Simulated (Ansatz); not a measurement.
A structure relaxed at r2SCAN-D4/def2-SVPD in Ansatz, charge -1, singlet:

Cartesian coordinates in Å:
```
Be -0.7190 -0.3076 1.7672
Be 0.7065 0.4807 -1.7355
I 2.3930 1.6347 -2.7743
I -2.5896 0.0703 3.0375
I -0.1211 1.5356 0.2942
I -0.3991 -1.3552 -2.5044
I 0.7292 -2.0585 1.9154
```

Give its formula and point group.

the cluster Be2I5⁻. Point group C2 (tolerance 0.1 Å).

Summarise the bond lengths by kind (pairs closer than 1.2 times the sum of covalent radii, bridged metal pairs left out).

6 × Be–I 2.28 to 2.43 Å.

In the def2 sets I takes a core potential; there is no spin–orbit coupling. Another isomer (singlet) lies 0.24 eV lower at PBE0-D4/def2-TZVPD; other spin states weren't run for this one.
